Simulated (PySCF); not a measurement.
H₃O₃Sn (SMILES [OH][Sn+]([OH])[OH]), charge +1, singlet, geometry from GFN2-xTB (such geometries of metal compounds can be far from the true shape) (all electrons, no relativity).

Here is a job for PySCF.
```python
from pyscf import gto, scf

mol = gto.Mole()
mol.atom = '''
    Sn    0.019422   -0.007141   -0.004427
    O     1.669592   -0.376531   -0.741890
    H     1.965869    0.020640   -1.580091
    O    -0.415834   -0.820580    1.577137
    H    -1.290427   -0.624364    1.967327
    O    -1.304591    1.114475   -0.669367
    H    -1.239878    1.621844   -1.492950
'''
mol.basis = 'sto-3g'
mol.charge = 1
mol.spin = 0
mol.verbose = 5
mol.build()

mf = scf.RHF(mol)
mf.kernel()
```

### Question
What does this run give for the nuclear repulsion energy, HOMO energy, number of basis functions, HOMO-LUMO gap, Mulliken (on the basis functions themselves) charges in atom order, total energy?

### Answer

The nuclear repulsion energy is 428.2008 Eh and the HOMO energy is -15.36 eV. The number of basis functions comes out as 45. The HOMO-LUMO gap comes out as 14.36 eV and the Mulliken (on the basis functions themselves) charges in atom order is Sn1 1.70, O2 -0.46, H3 0.24, O4 -0.46, H5 0.24, O6 -0.48, H7 0.23. The total energy comes out as -6186.3970 Eh.
